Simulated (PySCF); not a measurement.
PySCF input (M06-2X/6-31G* with LANL2DZ past Ar (5d)):

```python
from pyscf import gto, dft

mol = gto.M(
    atom='''
    F    -0.04865700    1.84114900   -0.34777500
    Ge   -0.01120500    0.27059200    0.41038200
    Cl   -1.76084500   -0.79215200   -0.30985900
    Cl    1.80769700   -0.69192300   -0.27850900
    ''',
    basis={'default': '6-31g*', 'Ge': 'lanl2dz'},
    ecp={'Ge': 'lanl2dz'},
    charge=0,
    spin=1,
    verbose=4,
)

mf = dft.UKS(mol, xc='m062x')
mf.grids.level = 4
mf.conv_tol = 1e-9
mf.max_cycle = 100
mf.max_memory = 1500
mf.kernel()
if not mf.converged:
    mf = mf.newton()
    mf.kernel(mf.make_rdm1())
mo, _, stable, _ = mf.stability(return_status=True)
if not stable:
    mf.kernel(mf.make_rdm1(mo, mf.mo_occ))
    stable = mf.stability(return_status=True)[2]
mf.dip_moment()
```

Output:

```
PySCF version 2.14.0

[INPUT] verbose = 4
[INPUT] num. atoms = 4
[INPUT] num. electrons = 47
[INPUT] charge = 0
[INPUT] spin (= nelec alpha-beta = 2S) = 1
[INPUT] symmetry False subgroup None
[INPUT] Mole.unit = angstrom
[INPUT] Symbol           X                Y                Z      unit          X                Y                Z       unit  Magmom
[INPUT]  1 F     -0.048657000000   1.841149000000  -0.347775000000 AA   -0.091948404043   3.479267364517  -0.657199502971 Bohr   0.0
[INPUT]  2 Ge    -0.011205000000   0.270592000000   0.410382000000 AA   -0.021174381226   0.511344771498   0.775509586451 Bohr   0.0
[INPUT]  3 Cl    -1.760845000000  -0.792152000000  -0.309859000000 AA   -3.327514797810  -1.496950329026  -0.585548647232 Bohr   0.0
[INPUT]  4 Cl     1.807697000000  -0.691923000000  -0.278509000000 AA    3.416052246198  -1.307544969287  -0.526305733226 Bohr   0.0

nuclear repulsion = 138.470724246097
number of shells = 26
number of NR pGTOs = 141
number of NR cGTOs = 58
basis = {'default': '6-31g*', 'Ge': 'lanl2dz'}
ecp = {'Ge': 'lanl2dz'}

******** <class 'pyscf.dft.uks.UKS'> ********
method = UKS
initial guess = minao
damping factor = 0
level_shift factor = 0
DIIS = <class 'pyscf.scf.diis.CDIIS'>
diis_start_cycle = 1
diis_space = 8
diis_damp = 0
SCF conv_tol = 1e-09
SCF conv_tol_grad = None
SCF max_cycles = 100
direct_scf = True
direct_scf_tol = 1e-13
number electrons alpha = 24  beta = 23
XC library pyscf.dft.libxc version 7.1.2
    S. Lehtola, C. Steigemann, M. J. T. Oliveira, and M. A. L. Marques,  SoftwareX 7, 1–5 (2018)
XC functionals = m062x
    Y. Zhao and D. G. Truhlar,  Theor. Chem. Acc. 120, 215 (2008)
    Y. Zhao and D. G. Truhlar,  Theor. Chem. Acc. 120, 215 (2008)
radial grids:
    Treutler-Ahlrichs [JCP 102, 346 (1995); DOI:10.1063/1.469408] (M4) radial grids

becke partition: Becke, JCP 88, 2547 (1988); DOI:10.1063/1.454033
pruning grids: <function nwchem_prune>
grids dens level: 4
symmetrized grids: False
atomic radii adjust function: <function treutler_atomic_radii_adjust>
small_rho_cutoff = 0
Set gradient conv threshold to 3.16228e-05
tot grids = 116408
init E= -1011.70402737646
  alpha nocc = 24  HOMO = -0.0710876100478792  LUMO = 0.0986974171223836
  beta  nocc = 23  HOMO = -0.389426017447203  LUMO = -0.0710876100478686

WARN: HOMO -0.0710876100478792 >= LUMO -0.0710876100478686

cycle= 1 E= -1023.63437762216  delta_E= -11.9  |g|= 0.683  |ddm|= 2.05
  alpha nocc = 24  HOMO = -0.341963170630777  LUMO = -0.076927283086885
  beta  nocc = 23  HOMO = -0.359505234924874  LUMO = -0.255961751577114
  HOMO = -0.341963170631  LUMO = -0.255961751577  gap/eV = 2.34022
cycle= 2 E= -1023.6181348218  delta_E= 0.0162  |g|= 0.831  |ddm|= 1.74
  alpha nocc = 24  HOMO = -0.34093741698036  LUMO = -0.0236383286452906
  beta  nocc = 23  HOMO = -0.404846234446148  LUMO = -0.197090078300484
  HOMO = -0.34093741698  LUMO = -0.1970900783  gap/eV = 3.91429
cycle= 3 E= -1023.93226423556  delta_E= -0.314  |g|= 0.0918  |ddm|= 0.818
  alpha nocc = 24  HOMO = -0.32804409788978  LUMO = 0.00255720710552509
  beta  nocc = 23  HOMO = -0.41293001276416  LUMO = -0.16697067061148
  HOMO = -0.32804409789  LUMO = -0.166970670611  gap/eV = 4.38303
cycle= 4 E= -1023.93558918246  delta_E= -0.00332  |g|= 0.0449  |ddm|= 0.137
  alpha nocc = 24  HOMO = -0.328475278297507  LUMO = 0.0081578888143099
  beta  nocc = 23  HOMO = -0.40476356932787  LUMO = -0.161591263400684
  HOMO = -0.328475278298  LUMO = -0.161591263401  gap/eV = 4.54115
cycle= 5 E= -1023.93660516871  delta_E= -0.00102  |g|= 0.0048  |ddm|= 0.0539
  alpha nocc = 24  HOMO = -0.329329524633685  LUMO = 0.00611539612980749
  beta  nocc = 23  HOMO = -0.406353726629051  LUMO = -0.161964188484124
  HOMO = -0.329329524634  LUMO = -0.161964188484  gap/eV = 4.55424
cycle= 6 E= -1023.93662789535  delta_E= -2.27e-05  |g|= 0.00176  |ddm|= 0.011
  alpha nocc = 24  HOMO = -0.329182226161322  LUMO = 0.00606239584254453
  beta  nocc = 23  HOMO = -0.405828675260929  LUMO = -0.161842482177907
  HOMO = -0.329182226161  LUMO = -0.161842482178  gap/eV = 4.55355
cycle= 7 E= -1023.9366310779  delta_E= -3.18e-06  |g|= 0.000384  |ddm|= 0.00414
  alpha nocc = 24  HOMO = -0.329291964799921  LUMO = 0.00597118972659416
  beta  nocc = 23  HOMO = -0.405905403967852  LUMO = -0.161892936205636
  HOMO = -0.3292919648  LUMO = -0.161892936206  gap/eV = 4.55516
cycle= 8 E= -1023.93663135746  delta_E= -2.8e-07  |g|= 8e-05  |ddm|= 0.00161
  alpha nocc = 24  HOMO = -0.329291686492027  LUMO = 0.00598392271052361
  beta  nocc = 23  HOMO = -0.40590665835444  LUMO = -0.161874152901266
  HOMO = -0.329291686492  LUMO = -0.161874152901  gap/eV = 4.55566
cycle= 9 E= -1023.93663137042  delta_E= -1.3e-08  |g|= 2.69e-05  |ddm|= 0.000309
  alpha nocc = 24  HOMO = -0.329292332411988  LUMO = 0.0059800701537398
  beta  nocc = 23  HOMO = -0.405907598993964  LUMO = -0.161874381665825
  HOMO = -0.329292332412  LUMO = -0.161874381666  gap/eV = 4.55567
cycle= 10 E= -1023.93663137259  delta_E= -2.17e-09  |g|= 9.73e-06  |ddm|= 0.000136
  alpha nocc = 24  HOMO = -0.329292734761037  LUMO = 0.00597908515797485
  beta  nocc = 23  HOMO = -0.405906963594781  LUMO = -0.161874928060225
  HOMO = -0.329292734761  LUMO = -0.16187492806  gap/eV = 4.55567
cycle= 11 E= -1023.93663137286  delta_E= -2.72e-10  |g|= 2.79e-06  |ddm|= 4.87e-05
  alpha nocc = 24  HOMO = -0.329293154314094  LUMO = 0.00597926870070253
  beta  nocc = 23  HOMO = -0.405907291189368  LUMO = -0.161875213332372
  HOMO = -0.329293154314  LUMO = -0.161875213332  gap/eV = 4.55567
Extra cycle  E= -1023.93663137288  delta_E= -1.75e-11  |g|= 1.54e-06  |ddm|= 8.92e-06
converged SCF energy = -1023.93663137288  <S^2> = 0.75307794  2S+1 = 2.0030756
uhf_internal: lowest eigs of H = [0.24074454 0.25058233 0.27400692]
<class 'pyscf.dft.uks.UKS'> wavefunction is stable in the internal stability analysis
Dipole moment(X, Y, Z, Debye): -0.01701, -0.02776,  2.02119
```

The geometry given is a B3LYP-D3(BJ)/def2-TZVP minimum.
